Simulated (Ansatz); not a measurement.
Re(O)3(OH) anion (HO₄Re), SMILES [O]=[Re]([OH])(=[O])=[O] (connectivity only; charge and spin as stated), charge -1, multiplicity 2.

The structure is a stationary point at PBE-D3(BJ)/def2-SVPD. A frequency run showed that this geometry is not a minimum. The multiplicity is an assumed one; no other spin state was optimised. The isomer is the one that the SMILES or the coordinates give; other isomers of the formula were not compared. The def2 effective core potentials stand for the cores of Re; spin–orbit coupling is left out. One conformer was computed; it need not be the lowest.

Two levels are set side by side: PBE/def2-SVPD (Ansatz, a first-principles code) and PBE0/def2-SVPD (Ansatz). Energy differences of separate SCF runs at the same geometry; the states with an electron removed or added have multiplicity 1. Differences are taken from unrounded values.

| quantity | PBE0 |
|---|---|
| vertical ionisation energy (eV) | 2.68 |

What does PBE give, and how far is it from PBE0? (The exact figures need the calculation; the answer reports its results.)


```
quantity                          PBE  PBE minus PBE0
-------------------------------  ----  --------------
vertical ionisation energy (eV)  2.18           -0.49
```
